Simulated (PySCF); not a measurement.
Si(NMe2)(SiH3)3, C2H15NSi4, SMILES CN(C)[Si]([SiH3])([SiH3])[SiH3], GFN2-xTB optimised geometry.

```
22

C     -0.80     0.59     4.25
N     -0.03     1.00     3.11
C      1.15     1.73     3.50
Si    -0.02     0.01     1.66
Si     1.25    -1.95     1.98
Si    -2.26    -0.46     1.23
Si     0.92     1.37     0.00
H     -1.71     0.10     3.93
H     -0.24    -0.09     4.90
H     -1.07     1.47     4.85
H      1.83     1.11     4.10
H      1.69     2.07     2.62
H      0.86     2.60     4.10
H      0.74    -2.82     3.05
H      1.27    -2.78     0.77
H      2.65    -1.71     2.33
H     -2.79    -1.60     2.00
H     -2.39    -0.86    -0.18
H     -3.22     0.62     1.44
H      0.52     0.84    -1.31
H      2.39     1.37     0.00
H      0.53     2.78     0.00
```

Density from PBE0/def2-SVP run with PySCF at that geometry.

Minimum of the electron density along straight lines between bonded atoms, close to the bond critical point (lines longer than 1.1 times the sum of covalent radii, or with two minima, are not listed):

```tsv
bond	length / Å	ρ at the minimum / e bohr⁻³	∇²ρ there / e bohr⁻⁵	position (fraction from the first atom)
C1–N2	1.440	0.274	-0.79	0.39
N2–C3	1.440	0.274	-0.79	0.61
N2–Si4	1.750	0.117	[?]	0.60
C1–H8	1.088	0.280	-1.05	0.63
C1–H9	1.099	0.274	-0.99	0.63
C1–H10	1.094	0.277	-1.02	0.63
C3–H11	1.099	0.274	-0.99	0.63
C3–H12	1.088	0.280	-1.05	0.63
C3–H13	1.094	0.277	-1.02	0.63
Si5–H14	1.470	0.114	0.32	0.49
Si5–H15	1.466	0.115	0.32	0.49
Si5–H16	1.470	0.114	0.32	0.49
Si6–H17	1.469	0.115	0.32	0.49
Si6–H18	1.465	0.115	0.32	0.49
Si6–H19	1.466	0.115	0.32	0.49
Si7–H20	1.465	0.116	0.32	0.49
Si7–H21	1.469	0.115	0.32	0.49
Si7–H22	1.465	0.115	0.32	0.49
```

**Question.** Complete the blanks.

**Answer.** 
- N2–Si4, ∇²ρ there / e bohr⁻⁵: 0.67
